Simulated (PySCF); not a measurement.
C₂H₆BClO, SMILES CCOBCl. Heavy atoms are numbered as in [BH:1]([Cl:3])[O:4][CH2:5][CH3:6]. Hydrogens are named by the atom that carries them.

Coordinates come from a PBE0-D3(BJ)/def2-SVP optimisation. The structure was generated by enumeration, and PubChem lists no compound with its InChIKey, so it may never have been made. Other conformers were not sampled.

These are PBE/pcSseg-1 (PySCF) values and carry that method's errors.

GIAO shieldings, no solvent; atoms alike by connectivity are averaged. δ = σ(ref) − σ: ¹¹B against BF3 (σ = 83.9 ppm); ¹H against TMS (σ = 31.49 ppm); ³⁵Cl against HCl (σ = 936.5 ppm); ¹⁷O against H2O (σ = 334.3 ppm); ¹³C against TMS (σ = 182.0 ppm), references at their B3LYP-D3(BJ)/def2-TZVP geometries, non-relativistic (without spin–orbit terms, shifts of atoms bonded to Cl or Br come out too high).

| nucleus | atoms | count | δ (ppm) |
|---|---|---|---|
| ¹¹B | B1 (BH) | 1 | 25.6 |
| ¹H | H on B1 | 1 | 5.60 |
| ¹H | H on C5 | 2 | 4.53 |
| ¹H | H on C6 | 3 | 1.57 |
| ³⁵Cl | Cl3 | 1 | 187.5 |
| ¹⁷O | O4 | 1 | 237.2 |
| ¹³C | C5 (CH2) | 1 | 73.9 |
| ¹³C | C6 (CH3) | 1 | 22.0 |
